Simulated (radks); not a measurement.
Values are calculated unless marked as measured or tabulated.
Q: Ba+, 55 electrons, occupied as [Kr] 4d10 5s2 5p5.5 6s1 7s0.5 (fractional occupations, a model configuration). Code: a radial shooting solver on a logarithmic mesh with Libxc functionals. Model: scalar-relativistic Kohn-Sham, PBE, spin-polarised, spherical densities, finite nucleus; open shells are filled with parallel spins first (spin-orbit coupling, left out, can overturn this in heavy ions); Fermi nuclear charge, rms radius 4.8378 fm. Some entries of the table are withheld. Estimate them.

| orbital | occ. | eigenvalue (Ry) | <1/r> (bohr^-1) | <r> (bohr) |
|---|---|---|---|---|
| 1s up | 1 | -2739.045 | 60.69 | 0.02558 |
| 1s down | 1 | -2739.043 | 60.69 | 0.02558 |
| 2s up | 1 | -433.5610 | 13.96 | 0.1098 |
| 2s down | 1 | -433.5594 | 13.96 | 0.1098 |
| 2p up | 3 | -388.8745 | 13.27 | 0.09619 |
| 2p down | 3 | -388.8723 | 13.27 | 0.09619 |
| 3s up | 1 | -92.09632 | 5.043 | 0.2920 |
| 3s down | 1 | -92.09381 | 5.043 | 0.2920 |
| 3p up | 3 | -77.76808 | 4.784 | 0.2899 |
| 3p down | 3 | -77.76531 | 4.784 | 0.2899 |
| 3d up | 5 | -56.95402 | 4.535 | 0.2666 |
| 3d down | 5 | -56.95137 | 4.535 | 0.2666 |
| 4s up | 1 | -18.65262 | 2.084 | 0.6739 |
| 4s down | 1 | -18.64714 | 2.083 | 0.6738 |
| 4p up | 3 | -14.03029 | 1.919 | 0.7154 |
| 4p down | 3 | -14.02455 | 1.919 | 0.7153 |
| 4d up | 5 | -7.31753 | 1.655 | 0.8000 |
| 4d down | 5 | -7.30976 | 1.656 | 0.7994 |
| 5s up | 1 | -3.17182 | 0.8106 | (1) |
| 5s down | 1 | -3.13489 | 0.8126 | (2) |
| 5p up | 3 | -2.05366 | 0.6907 | 1.884 |
| 5p down | 2.5 | -2.01192 | 0.6932 | 1.878 |
| 6s up | 1 | -0.69783 | 0.3144 | 4.039 |
| 6s down | 0 | -0.62146 | 0.3247 | 3.908 |
| 6p up | 0 | -0.47237 | 0.2536 | 5.005 |
| 7s up | 0.5 | -0.27127 | 0.1457 | (3) |

A: 
(1) 5s up <r> (bohr): 1.625
(2) 5s down <r> (bohr): 1.622
(3) 7s up <r> (bohr): 8.656
